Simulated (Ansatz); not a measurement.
A short molecular-dynamics run on GaGeH7Si (`[SiH3][GeH2][GaH2]`).

```yaml
crystal:
  periodic: [false, false, false]
  atoms:
    - {symbol: Si, position_ang: [-1.404444, 0.834167, -0.770443]}
    - {symbol: Ge, position_ang: [0.070087, -0.957793, -0.224600]}
    - {symbol: Ga, position_ang: [1.834712, -0.178917, 1.266651]}
    - {symbol: H, position_ang: [-2.487889, 0.387060, -1.685609]}
    - {symbol: H, position_ang: [-0.645233, 1.930797, -1.429822]}
    - {symbol: H, position_ang: [-2.021260, 1.375544, 0.470637]}
    - {symbol: H, position_ang: [0.636426, -1.514439, -1.546609]}
    - {symbol: H, position_ang: [-0.775118, -2.075909, 0.418788]}
    - {symbol: H, position_ang: [1.626040, -0.211023, 2.823941]}
    - {symbol: H, position_ang: [3.166690, 0.410511, 0.677055]}
basis:
  gaussian: {orbitals: "6-31G*"}
hamiltonian: {xc: {name: BLYP}, dispersion: d4}
md: {timestep: 0.5 fs, n_steps: 30, ensemble: nve, temperature: 1000, initial_velocities: maxwell_boltzmann, seed: 828}
```

```sh
$ ansatz run in.yaml --threads 2 --pin off --events-out ev --progress --plain --max-ram 31744MiB --backend cpu
```

```
step  time (fs)  potential energy (eV)  kinetic (eV)  T (K)  conserved (eV)
   0        0.0           -116875.1218        1.0341   1000    -116874.0878
   1        0.5           -116875.1114        1.0238    990    -116874.0877
   2        1.0           -116875.0782        0.9908    958    -116874.0874
   3        1.5           -116875.0264        0.9394    908    -116874.0870
   4        2.0           -116874.9623        0.8758    847    -116874.0865
   5        2.5           -116874.8932        0.8071    780    -116874.0861
   6        3.0           -116874.8261        0.7403    716    -116874.0857
   7        3.5           -116874.7668        0.6813    659    -116874.0855
   8        4.0           -116874.7192        0.6338    613    -116874.0854
   9        4.5           -116874.6850        0.5996    580    -116874.0854
  10        5.0           -116874.6641        0.5786    560    -116874.0855
  11        5.5           -116874.6549        0.5692    550    -116874.0857
  12        6.0           -116874.6548        0.5689    550    -116874.0858
  13        6.5           -116874.6609        0.5748    556    -116874.0860
  14        7.0           -116874.6700        0.5838    565    -116874.0862
  15        7.5           -116874.6792        0.5928    573    -116874.0864
  16        8.0           -116874.6854        0.5989    579    -116874.0866
  17        8.5           -116874.6860        0.5993    580    -116874.0867
  18        9.0           -116874.6785        0.5916    572    -116874.0869
  19        9.5           -116874.6610        0.5741    555    -116874.0869
  20       10.0           -116874.6327        0.5458    528    -116874.0869
  21       10.5           -116874.5945        0.5077    491    -116874.0868
  22       11.0           -116874.5488        0.4623    447    -116874.0865
  23       11.5           -116874.5005        0.4144    401    -116874.0861
  24       12.0           -116874.4558        0.3701    358    -116874.0857
  25       12.5           -116874.4214        0.3360    325    -116874.0854
  26       13.0           -116874.4032        0.3181    308    -116874.0851
  27       13.5           -116874.4047        0.3196    309    -116874.0851
  28       14.0           -116874.4259        0.3406    329    -116874.0854
  29       14.5           -116874.4632        0.3774    365    -116874.0858
  30       15.0           -116874.5099        0.4237    410    -116874.0863
```

Velocities are drawn at the set temperature; a run this short doesn't reach equilibrium.

Frames (Å, forces in eV/Å):

```xyz
10
time=0.0 fs
Si   -1.404    0.834   -0.770   -0.048    0.056   -0.017
Ge    0.070   -0.958   -0.225    0.075    0.022    0.061
Ga    1.835   -0.179    1.267    0.017   -0.033    0.005
H    -2.488    0.387   -1.686   -0.152   -0.034   -0.120
H    -0.645    1.931   -1.430    0.072    0.147   -0.083
H    -2.021    1.376    0.471   -0.088    0.083    0.137
H     0.636   -1.514   -1.547    0.102   -0.123   -0.261
H    -0.775   -2.076    0.419   -0.167   -0.231    0.112
H     1.626   -0.211    2.824   -0.021    0.010    0.243
H     3.167    0.411    0.677    0.210    0.103   -0.077
10
time=0.5 fs
Si   -1.402    0.832   -0.770    0.040    0.226   -0.408
Ge    0.071   -0.957   -0.224   -0.127   -0.135    0.327
Ga    1.833   -0.179    1.266   -0.127   -0.140    0.137
H    -2.489    0.377   -1.691   -0.039    0.025   -0.034
H    -0.648    1.959   -1.428   -0.075   -0.127    0.038
H    -2.018    1.371    0.459   -0.184    0.138    0.319
H     0.632   -1.509   -1.541    0.132   -0.201   -0.353
H    -0.786   -2.075    0.454    0.007   -0.010   -0.067
H     1.631   -0.247    2.827   -0.006    0.030    0.172
H     3.149    0.403    0.670    0.378    0.194   -0.131
10
time=1.0 fs
Si   -1.399    0.830   -0.769    0.109    0.381   -0.773
Ge    0.071   -0.956   -0.224   -0.311   -0.274    0.580
Ga    1.832   -0.179    1.265   -0.268   -0.249    0.282
H    -2.490    0.367   -1.697    0.070    0.083    0.050
H    -0.650    1.988   -1.425   -0.202   -0.383    0.143
H    -2.015    1.367    0.448   -0.277    0.190    0.492
H     0.629   -1.504   -1.536    0.158   -0.272   -0.436
H    -0.796   -2.075    0.490    0.167    0.187   -0.244
H     1.635   -0.282    2.831    0.011    0.054    0.089
H     3.133    0.396    0.663    0.542    0.284   -0.184
10
time=1.5 fs
Si   -1.397    0.827   -0.768    0.154    0.520   -1.096
Ge    0.072   -0.955   -0.223   -0.472   -0.395    0.809
Ga    1.831   -0.179    1.263   -0.395   -0.358    0.434
H    -2.491    0.357   -1.703    0.171    0.138    0.129
H    -0.653    2.015   -1.423   -0.304   -0.613    0.230
H    -2.012    1.363    0.439   -0.362    0.236    0.647
H     0.626   -1.500   -1.533    0.179   -0.335   -0.503
H    -0.806   -2.074    0.525    0.309    0.356   -0.411
H     1.640   -0.318    2.835    0.027    0.082   -0.004
H     3.117    0.389    0.655    0.694    0.368   -0.234
10
time=2.0 fs
Si   -1.394    0.825   -0.768    0.173    0.646   -1.365
Ge    0.073   -0.954   -0.223   -0.605   -0.497    1.006
Ga    1.829   -0.178    1.262   -0.501   -0.461    0.582
H    -2.491    0.347   -1.708    0.260    0.189    0.199
H    -0.657    2.041   -1.419   -0.384   -0.813    0.297
H    -2.011    1.360    0.431   -0.432    0.269    0.774
H     0.623   -1.496   -1.530    0.191   -0.387   -0.550
H    -0.815   -2.072    0.558    0.429    0.495   -0.564
H     1.645   -0.353    2.839    0.044    0.115   -0.101
H     3.104    0.383    0.647    0.825    0.441   -0.276
10
time=2.5 fs
Si   -1.392    0.823   -0.767    0.166    0.763   -1.568
Ge    0.073   -0.953   -0.222   -0.710   -0.582    1.164
Ga    1.828   -0.178    1.261   -0.577   -0.555    0.719
H    -2.491    0.338   -1.713    0.335    0.234    0.258
H    -0.661    2.065   -1.415   -0.440   -0.981    0.345
H    -2.010    1.357    0.425   -0.484    0.287    0.863
H     0.620   -1.494   -1.529    0.195   -0.426   -0.574
H    -0.824   -2.069    0.591    0.527    0.604   -0.702
H     1.650   -0.388    2.843    0.060    0.152   -0.199
H     3.092    0.379    0.638    0.927    0.502   -0.306
10
time=3.0 fs
Si   -1.389    0.821   -0.767    0.131    0.876   -1.699
Ge    0.074   -0.952   -0.222   -0.785   -0.654    1.280
Ga    1.827   -0.178    1.260   -0.615   -0.635    0.836
H    -2.490    0.329   -1.717    0.395    0.273    0.306
H    -0.667    2.086   -1.411   -0.476   -1.117    0.377
H    -2.011    1.356    0.421   -0.512    0.286    0.908
H     0.618   -1.492   -1.529    0.189   -0.452   -0.572
H    -0.831   -2.064    0.622    0.605    0.685   -0.823
H     1.655   -0.423    2.846    0.076    0.193   -0.293
H     3.083    0.375    0.628    0.992    0.546   -0.320
10
time=3.5 fs
Si   -1.387    0.819   -0.767    0.069    0.987   -1.757
Ge    0.074   -0.951   -0.221   -0.833   -0.714    1.353
Ga    1.825   -0.178    1.259   -0.612   -0.700    0.928
H    -2.488    0.321   -1.721    0.439    0.304    0.341
H    -0.674    2.105   -1.405   -0.493   -1.223    0.393
H    -2.013    1.355    0.419   -0.515    0.265    0.905
H     0.617   -1.492   -1.531    0.173   -0.465   -0.543
H    -0.836   -2.058    0.651    0.664    0.740   -0.926
H     1.660   -0.457    2.849    0.090    0.236   -0.380
H     3.076    0.373    0.618    1.017    0.571   -0.315
10
time=4.0 fs
Si   -1.384    0.817   -0.767   -0.016    1.098   -1.742
Ge    0.075   -0.950   -0.221   -0.856   -0.766    1.385
Ga    1.824   -0.178    1.258   -0.566   -0.747    0.990
H    -2.485    0.314   -1.723    0.467    0.327    0.364
H    -0.682    2.121   -1.398   -0.493   -1.301    0.396
H    -2.016    1.354    0.419   -0.492    0.222    0.857
H     0.616   -1.492   -1.534    0.148   -0.464   -0.489
H    -0.840   -2.050    0.677    0.705    0.773   -1.012
H     1.665   -0.491    2.851    0.102    0.281   -0.458
H     3.071    0.372    0.606    1.000    0.577   -0.290
10
time=4.5 fs
Si   -1.382    0.816   -0.767   -0.121    1.207   -1.662
Ge    0.076   -0.949   -0.220   -0.856   -0.810    1.378
Ga    1.822   -0.178    1.258   -0.478   -0.776    1.021
H    -2.481    0.307   -1.725    0.479    0.342    0.373
H    -0.691    2.134   -1.391   -0.479   -1.350    0.386
H    -2.020    1.354    0.422   -0.446    0.162    0.767
H     0.615   -1.494   -1.538    0.115   -0.450   -0.412
H    -0.843   -2.040    0.701    0.730    0.785   -1.082
H     1.671   -0.524    2.851    0.113    0.326   -0.526
H     3.069    0.373    0.594    0.944    0.564   -0.243
10
time=5.0 fs
Si   -1.379    0.814   -0.767   -0.241    1.313   -1.525
Ge    0.076   -0.948   -0.219   -0.837   -0.847    1.338
Ga    1.821   -0.178    1.257   -0.354   -0.787    1.021
H    -2.476    0.302   -1.726    0.474    0.349    0.368
H    -0.701    2.143   -1.382   -0.452   -1.373    0.365
H    -2.026    1.354    0.426   -0.380    0.087    0.645
H     0.615   -1.497   -1.543    0.075   -0.427   -0.317
H    -0.843   -2.029    0.723    0.740    0.780   -1.136
H     1.677   -0.556    2.851    0.122    0.370   -0.580
H     3.069    0.375    0.582    0.852    0.535   -0.179
10
time=5.5 fs
Si   -1.376    0.812   -0.767   -0.369    1.409   -1.342
Ge    0.076   -0.947   -0.218   -0.801   -0.876    1.269
Ga    1.820   -0.178    1.256   -0.201   -0.783    0.992
H    -2.470    0.297   -1.726    0.453    0.348    0.351
H    -0.712    2.150   -1.373   -0.412   -1.368    0.333
H    -2.032    1.355    0.432   -0.300    0.003    0.499
H     0.615   -1.501   -1.549    0.032   -0.395   -0.208
H    -0.842   -2.015    0.742    0.737    0.758   -1.174
H     1.683   -0.587    2.849    0.130    0.412   -0.621
H     3.071    0.378    0.569    0.733    0.493   -0.099
10
time=6.0 fs
Si   -1.374    0.811   -0.768   -0.501    1.489   -1.123
Ge    0.077   -0.946   -0.218   -0.753   -0.896    1.176
Ga    1.818   -0.178    1.255   -0.027   -0.766    0.939
H    -2.462    0.293   -1.725    0.416    0.338    0.320
H    -0.725    2.153   -1.363   -0.359   -1.333    0.290
H    -2.039    1.356    0.438   -0.212   -0.086    0.341
H     0.614   -1.506   -1.555   -0.014   -0.356   -0.091
H    -0.839   -2.000    0.758    0.721    0.721   -1.196
H     1.690   -0.617    2.845    0.135    0.451   -0.649
H     3.075    0.383    0.556    0.594    0.440   -0.008
10
time=6.5 fs
Si   -1.372    0.810   -0.768   -0.631    1.546   -0.877
Ge    0.077   -0.945   -0.217   -0.692   -0.904    1.064
Ga    1.817   -0.178    1.254    0.159   -0.739    0.865
H    -2.454    0.290   -1.724    0.364    0.319    0.276
H    -0.738    2.152   -1.352   -0.294   -1.268    0.236
H    -2.047    1.356    0.446   -0.120   -0.175    0.179
H     0.614   -1.511   -1.561   -0.059   -0.314    0.030
H    -0.834   -1.983    0.771    0.691    0.669   -1.202
H     1.696   -0.647    2.840    0.139    0.487   -0.662
H     3.080    0.388    0.543    0.443    0.381    0.090
10
time=7.0 fs
Si   -1.369    0.808   -0.769   -0.756    1.572   -0.612
Ge    0.078   -0.945   -0.216   -0.621   -0.898    0.936
Ga    1.815   -0.178    1.254    0.349   -0.705    0.776
H    -2.444    0.287   -1.722    0.297    0.293    0.220
H    -0.752    2.149   -1.340   -0.216   -1.169    0.170
H    -2.054    1.356    0.454   -0.029   -0.260    0.023
H     0.614   -1.518   -1.568   -0.103   -0.270    0.149
H    -0.828   -1.964    0.781    0.648    0.601   -1.190
H     1.704   -0.675    2.834    0.141    0.518   -0.662
H     3.086    0.395    0.530    0.290    0.319    0.189
10
time=7.5 fs
Si   -1.367    0.807   -0.770   -0.874    1.562   -0.335
Ge    0.078   -0.944   -0.215   -0.540   -0.876    0.793
Ga    1.814   -0.179    1.253    0.538   -0.666    0.675
H    -2.434    0.286   -1.719    0.217    0.258    0.153
H    -0.766    2.143   -1.328   -0.124   -1.032    0.093
H    -2.062    1.355    0.463    0.057   -0.337   -0.122
H     0.613   -1.525   -1.574   -0.143   -0.226    0.264
H    -0.820   -1.944    0.789    0.589    0.515   -1.158
H     1.711   -0.701    2.825    0.141    0.545   -0.649
H     3.093    0.402    0.517    0.139    0.257    0.287
10
time=8.0 fs
Si   -1.364    0.807   -0.771   -0.984    1.509   -0.051
Ge    0.078   -0.943   -0.214   -0.447   -0.833    0.636
Ga    1.812   -0.179    1.252    0.720   -0.623    0.565
H    -2.424    0.285   -1.716    0.125    0.217    0.075
H    -0.781    2.135   -1.316   -0.018   -0.856    0.003
H    -2.070    1.354    0.470    0.135   -0.405   -0.251
H     0.612   -1.532   -1.579   -0.179   -0.182    0.369
H    -0.811   -1.923    0.794    0.513    0.412   -1.103
H     1.719   -0.727    2.816    0.140    0.566   -0.622
H     3.100    0.410    0.505   -0.004    0.196    0.380
10
time=8.5 fs
Si   -1.362    0.806   -0.771   -1.085    1.409    0.234
Ge    0.079   -0.942   -0.213   -0.343   -0.769    0.466
Ga    1.811   -0.179    1.252    0.890   -0.578    0.450
H    -2.413    0.284   -1.712    0.024    0.169   -0.011
H    -0.796    2.124   -1.304    0.101   -0.639   -0.100
H    -2.077    1.352    0.478    0.203   -0.462   -0.362
H     0.611   -1.540   -1.584   -0.210   -0.142    0.464
H    -0.800   -1.901    0.796    0.418    0.290   -1.024
H     1.727   -0.751    2.804    0.138    0.581   -0.582
H     3.108    0.418    0.494   -0.136    0.140    0.465
10
time=9.0 fs
Si   -1.360    0.805   -0.772   -1.180    1.261    0.517
Ge    0.079   -0.942   -0.212   -0.225   -0.680    0.280
Ga    1.809   -0.179    1.251    1.048   -0.531    0.332
H    -2.402    0.284   -1.709   -0.083    0.117   -0.103
H    -0.810    2.112   -1.293    0.231   -0.382   -0.213
H    -2.084    1.348    0.484    0.260   -0.507   -0.452
H     0.609   -1.549   -1.587   -0.234   -0.104    0.545
H    -0.789   -1.878    0.795    0.302    0.147   -0.917
H     1.736   -0.774    2.792    0.134    0.589   -0.530
H     3.115    0.426    0.485   -0.254    0.089    0.541
10
time=9.5 fs
Si   -1.358    0.805   -0.773   -1.269    1.068    0.790
Ge    0.079   -0.941   -0.211   -0.093   -0.565    0.079
Ga    1.808   -0.179    1.250    1.191   -0.483    0.211
H    -2.392    0.284   -1.706   -0.191    0.063   -0.196
H    -0.824    2.099   -1.281    0.371   -0.089   -0.335
H    -2.091    1.343    0.490    0.306   -0.540   -0.522
H     0.607   -1.557   -1.589   -0.253   -0.071    0.612
H    -0.777   -1.854    0.793    0.165   -0.017   -0.780
H     1.745   -0.795    2.778    0.129    0.591   -0.467
H     3.121    0.435    0.476   -0.357    0.043    0.608
10
time=10.0 fs
Si   -1.356    0.804   -0.773   -1.352    0.836    1.045
Ge    0.080   -0.940   -0.210    0.053   -0.426   -0.138
Ga    1.807   -0.180    1.250    1.319   -0.434    0.090
H    -2.381    0.284   -1.704   -0.295    0.009   -0.287
H    -0.837    2.086   -1.271    0.515    0.229   -0.462
H    -2.096    1.337    0.494    0.340   -0.560   -0.571
H     0.604   -1.566   -1.590   -0.264   -0.042    0.663
H    -0.764   -1.831    0.788    0.006   -0.202   -0.612
H     1.754   -0.815    2.763    0.124    0.585   -0.392
H     3.127    0.444    0.469   -0.446    0.004    0.664
10
time=10.5 fs
Si   -1.355    0.804   -0.774   -1.429    0.579    1.272
Ge    0.080   -0.940   -0.209    0.214   -0.263   -0.370
Ga    1.806   -0.180    1.249    1.431   -0.384   -0.031
H    -2.372    0.285   -1.702   -0.391   -0.041   -0.371
H    -0.849    2.074   -1.261    0.657    0.557   -0.586
H    -2.101    1.330    0.496    0.363   -0.569   -0.600
H     0.600   -1.575   -1.589   -0.269   -0.018    0.698
H    -0.751   -1.808    0.782   -0.175   -0.404   -0.415
H     1.763   -0.834    2.747    0.118    0.572   -0.308
H     3.131    0.453    0.464   -0.519   -0.030    0.710
10
time=11.0 fs
Si   -1.353    0.803   -0.774   -1.496    0.316    1.459
Ge    0.080   -0.939   -0.208    0.384   -0.081   -0.611
Ga    1.804   -0.180    1.248    1.528   -0.333   -0.150
H    -2.363    0.285   -1.701   -0.472   -0.085   -0.442
H    -0.859    2.062   -1.253    0.787    0.872   -0.702
H    -2.105    1.321    0.498    0.373   -0.566   -0.609
H     0.596   -1.584   -1.587   -0.267    0.000    0.716
H    -0.739   -1.786    0.776   -0.372   -0.619   -0.192
H     1.773   -0.851    2.730    0.112    0.552   -0.214
H     3.134    0.462    0.460   -0.577   -0.056    0.746
10
time=11.5 fs
Si   -1.351    0.803   -0.775   -1.550    0.072    1.591
Ge    0.081   -0.939   -0.207    0.559    0.113   -0.853
Ga    1.803   -0.180    1.248    1.610   -0.282   -0.267
H    -2.356    0.285   -1.701   -0.533   -0.120   -0.497
H    -0.868    2.053   -1.247    0.896    1.147   -0.798
H    -2.108    1.311    0.498    0.372   -0.552   -0.599
H     0.591   -1.593   -1.582   -0.258    0.012    0.717
H    -0.728   -1.766    0.768   -0.579   -0.838    0.049
H     1.783   -0.867    2.713    0.105    0.525   -0.113
H     3.136    0.471    0.458   -0.622   -0.077    0.771
10
time=12.0 fs
Si   -1.350    0.803   -0.775   -1.585   -0.129    1.656
Ge    0.081   -0.938   -0.206    0.727    0.307   -1.083
Ga    1.802   -0.181    1.247    1.677   -0.231   -0.379
H    -2.350    0.284   -1.702   -0.570   -0.142   -0.532
H    -0.874    2.047   -1.243    0.974    1.356   -0.865
H    -2.110    1.300    0.496    0.359   -0.527   -0.570
H     0.585   -1.602   -1.576   -0.243    0.017    0.700
H    -0.718   -1.747    0.761   -0.786   -1.052    0.293
H     1.793   -0.881    2.695    0.099    0.491   -0.005
H     3.137    0.479    0.458   -0.653   -0.091    0.786
10
time=12.5 fs
Si   -1.349    0.802   -0.775   -1.596   -0.264    1.643
Ge    0.081   -0.937   -0.206    0.876    0.488   -1.283
Ga    1.801   -0.181    1.246    1.729   -0.181   -0.484
H    -2.345    0.284   -1.705   -0.580   -0.151   -0.544
H    -0.878    2.043   -1.240    1.014    1.474   -0.895
H    -2.111    1.287    0.493    0.335   -0.491   -0.522
H     0.579   -1.611   -1.569   -0.221    0.015    0.664
H    -0.710   -1.732    0.754   -0.979   -1.244    0.523
H     1.804   -0.895    2.678    0.093    0.452    0.106
H     3.135    0.487    0.460   -0.670   -0.099    0.791
10
time=13.0 fs
Si   -1.348    0.802   -0.775   -1.581   -0.319    1.548
Ge    0.082   -0.937   -0.205    0.991    0.642   -1.433
Ga    1.800   -0.181    1.246    1.766   -0.134   -0.580
H    -2.341    0.283   -1.708   -0.564   -0.146   -0.531
H    -0.880    2.044   -1.240    1.010    1.489   -0.884
H    -2.112    1.273    0.489    0.299   -0.445   -0.456
H     0.573   -1.620   -1.560   -0.192    0.005    0.611
H    -0.704   -1.719    0.749   -1.140   -1.400    0.720
H     1.814   -0.907    2.660    0.087    0.408    0.218
H     3.133    0.495    0.463   -0.675   -0.100    0.787
10
time=13.5 fs
Si   -1.347    0.802   -0.774   -1.538   -0.293    1.370
Ge    0.082   -0.936   -0.204    1.055    0.753   -1.512
Ga    1.799   -0.182    1.245    1.787   -0.091   -0.664
H    -2.339    0.281   -1.714   -0.521   -0.126   -0.496
H    -0.879    2.048   -1.242    0.965    1.398   -0.831
H    -2.111    1.259    0.484    0.251   -0.389   -0.371
H     0.565   -1.628   -1.549   -0.158   -0.014    0.541
H    -0.701   -1.709    0.746   -1.255   -1.504    0.862
H     1.825   -0.918    2.644    0.081    0.360    0.329
H     3.128    0.503    0.469   -0.666   -0.093    0.773
10
time=14.0 fs
Si   -1.346    0.801   -0.774   -1.469   -0.196    1.118
Ge    0.082   -0.935   -0.203    1.057    0.810   -1.506
Ga    1.798   -0.182    1.244    1.794   -0.056   -0.732
H    -2.338    0.280   -1.720   -0.457   -0.095   -0.440
H    -0.875    2.055   -1.246    0.881    1.214   -0.741
H    -2.111    1.243    0.478    0.192   -0.325   -0.269
H     0.558   -1.637   -1.537   -0.118   -0.040    0.454
H    -0.701   -1.703    0.744   -1.310   -1.544    0.933
H     1.836   -0.929    2.628    0.076    0.311    0.434
H     3.122    0.511    0.476   -0.645   -0.080    0.749
10
time=14.5 fs
Si   -1.345    0.801   -0.774   -1.379   -0.045    0.805
Ge    0.083   -0.935   -0.202    0.990    0.809   -1.410
Ga    1.798   -0.182    1.244    1.784   -0.029   -0.781
H    -2.339    0.278   -1.727   -0.374   -0.053   -0.366
H    -0.870    2.065   -1.251    0.768    0.958   -0.622
H    -2.109    1.226    0.471    0.122   -0.253   -0.151
H     0.550   -1.646   -1.524   -0.074   -0.075    0.352
H    -0.704   -1.701    0.745   -1.299   -1.516    0.927
H     1.848   -0.939    2.613    0.071    0.263    0.530
H     3.115    0.518    0.485   -0.610   -0.059    0.715
10
time=15.0 fs
Si   -1.345    0.801   -0.773   -1.273    0.137    0.447
Ge    0.084   -0.934   -0.202    0.858    0.751   -1.227
Ga    1.797   -0.183    1.243    1.759   -0.015   -0.807
H    -2.340    0.276   -1.736   -0.279   -0.005   -0.280
H    -0.863    2.077   -1.259    0.636    0.658   -0.483
H    -2.108    1.209    0.464    0.043   -0.175   -0.019
H     0.542   -1.655   -1.510   -0.026   -0.118    0.238
H    -0.710   -1.702    0.748   -1.222   -1.421    0.845
H     1.859   -0.948    2.599    0.065    0.217    0.614
H     3.105    0.526    0.496   -0.562   -0.029    0.672
```

It took 56 s on 2 threads of an AMD EPYC 7R13 on a shared host, with 0.45 GiB of host memory at the peak.
